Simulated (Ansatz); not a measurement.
Calculated with Ansatz (gas phase, PBE0-D4/def2-TZVP geometries, no zero-point term in ΔE). CCSD(T)/CBS is the MP2 limit (def2-TZVPP, def2-QZVPP) plus CCSD(T) − MP2 in def2-TZVPP, frozen cores. Functionals use def2-TZVPP. B3LYP here is the variant with VWN-RPA as its local correlation; programs differ in this. Each species was taken in one conformer, which may not be the lowest.

Consider the formal exchange of groups at the Al–N bond: `C[N](C)[AlH][F]` + `N[SiH2]NCO` → `N[SiH2][NH][AlH][F]` + `CN(C)CO`.

`C[N](C)[AlH][F]`:

Z-matrix (Å, degrees):
```
C
N 1 1.444
H 1 1.092 2 110.7
H 1 1.099 2 111.5 3 -120.1
H 1 1.099 2 111.4 3 120.1
C 2 1.443 1 112.9 3 -180.0
Al 2 1.762 1 124.3 3 0.0
H 6 1.094 2 110.9 1 180.0
H 6 1.099 2 111.6 1 -60.0
H 6 1.099 2 111.6 1 60.0
F 7 1.652 2 117.5 1 0.1
H 7 1.571 2 122.2 1 -179.9
```

`N[SiH2]NCO`:

```xyz
13

N     0.864    2.166   -0.184
Si   -0.042    0.867   -0.827
N    -0.502   -0.179    0.453
C    -0.639   -1.600    0.380
O     0.153   -2.279    1.328
H     1.732    2.029    0.307
H     0.795    3.086   -0.585
H     0.650   -0.047   -1.782
H    -1.152    1.546   -1.557
H    -0.869    0.221    1.304
H    -0.386   -1.912   -0.642
H    -1.661   -1.928    0.591
H     1.057   -1.970    1.217
```

`N[SiH2][NH][AlH][F]`:

Z-matrix (Å, degrees):
```
Si
N 1 1.726
N 1 1.714 2 110.8
H 1 1.489 2 113.2 3 -116.2
H 1 1.488 2 104.3 3 125.1
Al 2 1.770 1 131.2 3 -128.7
H 2 1.014 1 113.4 3 52.0
H 3 1.007 1 119.8 2 -145.0
H 3 1.007 1 121.9 2 66.4
F 6 1.648 2 119.0 1 2.0
H 6 1.571 2 122.2 1 -178.7
```

`CN(C)CO`:

```xyz
14

C    -0.104    1.068    0.910
N    -0.325    0.095   -0.138
C    -1.034   -1.065    0.348
C     0.892   -0.255   -0.821
O     1.383    0.817   -1.577
H    -1.062    1.435    1.285
H     0.461    0.647    1.761
H     0.458    1.912    0.510
H    -1.993   -0.757    0.771
H    -1.232   -1.755   -0.475
H    -0.483   -1.613    1.133
H     0.677   -1.130   -1.450
H     1.709   -0.522   -0.130
H     0.653    1.123   -2.125
```

**Question.** Is it downhill or uphill in electronic energy at CCSD(T)/CBS, and by how much? (Best estimate.)

**Answer.** The calculation gave: Downhill: ΔE = -7.0 kcal/mol.

**Question.** What do these levels give: r2SCAN-D4, PBE0-D4, ωB97X-V, PBE, r2SCAN, PBE0, B3LYP, MP2/def2-TZVPP, SCS-MP2/def2-TZVPP, HF/def2-QZVPP, SCS-MP2/def2-QZVPP, MP2/CBS(def2)? (Estimate.)

**Answer.** Ansatz gave: r2SCAN-D4 -6.6, PBE0-D4 -5.9, ωB97X-V -6.5, PBE -5.1, r2SCAN -6.6, PBE0 -5.7, B3LYP -5.2, MP2/def2-TZVPP -7.4, SCS-MP2/def2-TZVPP -7.0, HF/def2-QZVPP -7.0, SCS-MP2/def2-QZVPP -6.9, MP2/CBS(def2) -7.3 kcal/mol.

Largest T1 diagnostic among the species: 0.012.
